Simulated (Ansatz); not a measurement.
`F[Si-](F)(F)(F)F`. Charge -1, multiplicity 1.

```xyz
6

F    -0.641   -1.518   -0.263
Si    0.000    0.000    0.000
F    -0.797    0.090    1.416
F    -0.705    0.534   -1.366
F     0.640    1.518    0.263
F     1.502   -0.625   -0.050
```

Give the diagnostics of a CCSD(T)/def2-TZVPPD run (frozen core, the Gaussian-basis code of Ansatz). (Best estimate.)

Ansatz gave: T1 = 0.0122, largest single amplitude 0.017, largest double 0.011, (T) share of the correlation energy 2.8 %, 9 CCSD cycles. The RHF solution is stable towards an unrestricted one. T1 lies under the customary mark of 0.02 for closed shells.
